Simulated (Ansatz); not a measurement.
The cluster Ga₇⁺, relaxed as a singlet with RKS PBE-D4/def2-SVP in Ansatz, starting from the PBE-D4/def2-SVP geometry of the neutral doublet. Force threshold 0.03 eV/Å.

The structure comes from a short search, and lower isomers may exist.

Start:

Cartesian coordinates in Å:
```
Ga -0.461 1.560 -1.638
Ga 0.671 1.754 0.780
Ga -1.576 0.623 0.848
Ga 1.747 -0.547 0.992
Ga 1.256 -0.494 -1.505
Ga -1.120 -1.162 -1.009
Ga -0.517 -1.732 1.533
```

```
step   energy (eV)  largest force component (eV/Å)  SCF passes
   1  -366542.5085                           0.640          21
   2  -366542.8069                           0.193          27
   3  -366542.8295                           0.077          22
   4  -366542.8351                           0.054          21
   5  -366542.8355                           0.051          22
   6  -366542.8363                           0.012          22
```

Force components are those of the run's own axes.

End:

```xyz
7

Ga   -0.367    1.408   -1.461
Ga    0.624    1.758    0.906
Ga   -1.734    0.687    0.878
Ga    1.902   -0.491    0.962
Ga    1.248   -0.616   -1.538
Ga   -1.228   -1.238   -1.100
Ga   -0.445   -1.508    1.353
```

By distances, no bond broke or formed. The bond that changes most is Ga3–Ga6, from 2.62 to 2.81 Å (atoms count from 1).

No frequencies were taken in this run, so the end may be a saddle point.

It took 25 s on 4 threads of Arm Neoverse V2 on a shared host.
